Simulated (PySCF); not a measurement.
Te(Et)(NH2) (C₂H₇NTe), SMILES CC[Te]N. Geometry optimised at PBE0-D3(BJ)/def2-SVP. The structure was generated by enumeration, and PubChem lists no compound with its InChIKey, so it may never have been made. The def2 effective core potentials stand for the cores of Te; spin–orbit coupling is left out. One conformer was computed; it need not be the lowest.

Give the equilibrium geometry at PBE0-D3(BJ)/def2-SVP (PySCF confirms it by a frequency run) as bond lengths and angles. (The exact figures need the calculation; the answer reports its results.)

One answer among several that fit: 
Atoms: Te1 C2 C3 H4 H5 H6 H7 H8 N9 H10 H11. Bonded distances (Å): Te1–C2 2.177, Te1–N9 2.042, C2–C3 1.514, C2–H4 1.100, C2–H5 1.102, C3–H6 1.101, C3–H7 1.102, C3–H8 1.103, N9–H10 1.018, N9–H11 1.018. Angles (°): C2–Te1–N9 99.9, Te1–C2–C3 113.3, Te1–C2–H4 107.4, Te1–C2–H5 104.3, C3–C2–H4 111.9, C3–C2–H5 112.1, H4–C2–H5 107.4, C2–C3–H6 111.6, C2–C3–H7 111.0, C2–C3–H8 111.1, H6–C3–H7 107.6, H6–C3–H8 108.1, H7–C3–H8 107.2, Te1–N9–H10 111.8, Te1–N9–H11 111.6, H10–N9–H11 109.1.
Charge 0, spin multiplicity 1.
